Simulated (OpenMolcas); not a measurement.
An atom or ion with 71 electrons was computed by SS-RASPT2, IPEA 0.25 Eh, imaginary shift 0.1 Eh with spin-orbit coupling (OpenMolcas, ANO-RCC-VTZP, DKH2). The lowest levels that the run gave, each within 12 % of the measured value where one is at hand:

```json
{"J": "3/2", "Parity": "even", "E (cm⁻¹)": "0.0", "g": "0.466"}
{"J": "5/2", "Parity": "even", "E (cm⁻¹)": "3860", "g": "1.035"}
{"J": "7/2", "Parity": "even", "E (cm⁻¹)": "7290", "g": "1.210"}
{"J": "9/2", "Parity": "even", "E (cm⁻¹)": "9960", "g": "1.262"}
{"J": "3/2", "Parity": "even", "E (cm⁻¹)": "10400", "g": "1.370"}
{"J": "1/2", "Parity": "even", "E (cm⁻¹)": "12120", "g": "1.712"}
{"J": "7/2", "Parity": "even", "E (cm⁻¹)": "16530", "g": "0.925"}
{"J": "9/2", "Parity": "even", "E (cm⁻¹)": "17510", "g": "1.051"}
{"J": "5/2", "Parity": "even", "E (cm⁻¹)": "18440", "g": "1.559"}
{"J": "1/2", "Parity": "even", "E (cm⁻¹)": "19410", "g": "1.624"}
{"J": "3/2", "Parity": "even", "E (cm⁻¹)": "20120", "g": "1.286"}
{"J": "11/2", "Parity": "even", "E (cm⁻¹)": "23920", "g": "1.091"}
```

Task: Which ion is it, and what are the configurations and terms?

Result: W³⁺ (Z = 74, charge +3; active space 9 electrons in 8 orbitals (RAS1 5p, at most 2 holes; RAS2 5d)). J, parity and g give the terms where levels are pure, and mixed ones are named by the computed weights; the size of the splittings, set against known spectra of the 71-electron sequence, gives the charge. In order, with the measured energies in cm⁻¹ (the list in J. Phys. B 45, 035001 (2012)): 5d³ ⁴F_3/2, 5d³ ⁴F_5/2 (3537), 5d³ ⁴F_7/2 (6745), 5d³ ⁴F_9/2 [72 %] (9256), 5d³ ²P_3/2 [44 %], 5d³ ⁴P_1/2 [52 %], 5d³ ²G_7/2 (15261), 5d³ ²H_9/2 [54 %], 5d³ ⁴P_5/2 (17190), 5d³ ²P_1/2 [52 %], 5d³ ⁴P_3/2 [50 %], 5d³ ²H_11/2 (22223).

CASPT2 breaks the degeneracy within a term, and the mean is taken; among the terms shown or strongly mixed into the levels shown the widest spread is 270 cm-1 (5d³ ²G). Over all roots computed the reference weight is 0.91 to 0.97; the roots of lowest weight are the least certain, and an intruder state may touch them. Active for correlation alone: 5p; no level in the range computed is led by a configuration that opens it, so any true level of that kind is missing. The CASPT2 spread within a term exceeds the gap to the next term for 5d³ ²H and 5d³ ²D(1), so the order of their levels is uncertain. Computed and measured levels are paired by configuration, term and J; levels that our copy of the source lacks, or whose pairing is in doubt (as where it misses far off the trend of its configuration), stay unpaired and out of the deviations. Only configurations of the active space appear.

A share in square brackets marks a mixed level and gives the weight of the term that names it. A number in round brackets counts repeated terms of one configuration in the order of the reference energies.
